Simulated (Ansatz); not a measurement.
`CC(C)=CBF` → B• + 4 C• + F• + 8 H•  (atomization)

Calculated with Ansatz (gas phase, PBE0-D4/def2-TZVP geometries, no zero-point term in ΔE). CCSD(T)/CBS adds triple-zeta CCSD(T) − MP2 to the extrapolated MP2 energy (def2 sets, frozen cores). This one scheme is used for every species, atoms too. Functionals use def2-TZVPP. No spin–orbit coupling; open shells (•) take unrestricted orbitals. Spin–orbit coupling would lower the free atoms: a little for B, C, F. Each species was taken in one conformer, which may not be the lowest.

`CC(C)=CBF`:

Cartesian coordinates in Å:
```
C 1.267 0.424 1.234
C 0.198 0.103 0.242
C -1.101 0.799 0.489
C 0.418 -0.749 -0.778
B -0.588 -1.153 -1.855
F -0.203 -2.015 -2.796
H 1.482 1.498 1.228
H 0.933 0.185 2.250
H 2.190 -0.118 1.032
H -1.487 0.529 1.478
H -0.947 1.883 0.507
H -1.856 0.565 -0.256
H 1.415 -1.188 -0.835
H -1.720 -0.764 -1.939
```

```json
{"species": "`CC(C)=CBF`", "PBE0 energy (Eh)": "-281.76112"}
{"species": "B•", "PBE0 energy (Eh)": "-24.61828"}
{"species": "C•", "PBE0 energy (Eh)": "-37.80537"}
{"species": "F•", "PBE0 energy (Eh)": "-99.67617"}
{"species": "H•", "PBE0 energy (Eh)": "-0.50104"}
```

Task: Work out ΔE.

Result: ΔE = 8 × (-0.50104) + 4 × (-37.80537) + (-24.61828) + (-99.67617) − (-281.76112) = 2.23687 Eh = +1403.7 kcal/mol. CCSD(T)/CBS gives +1393.9 kcal/mol.

Largest T1 diagnostic among the species: 0.014.

In def2-TZVPP, CCSD(T) changes the Hartree–Fock value by +296.3 kcal/mol (the triples alone add +18.3 kcal/mol) and MP2 by +320.6 kcal/mol; breaking electron pairs costs correlation energy, which Hartree–Fock lacks. From PBE to PBE0 (25 % exact exchange), in def2-TZVPP and without D4, ΔE moves by −19.7 kcal/mol: exact exchange takes away binding that semilocal exchange gives to molecules.

For atomizations the MP2-based limit and the directly extrapolated one differ by several kJ/mol either way, and by 10 to 25 for some Ge, Se and Sn compounds, so smaller differences from it don't rank the levels.
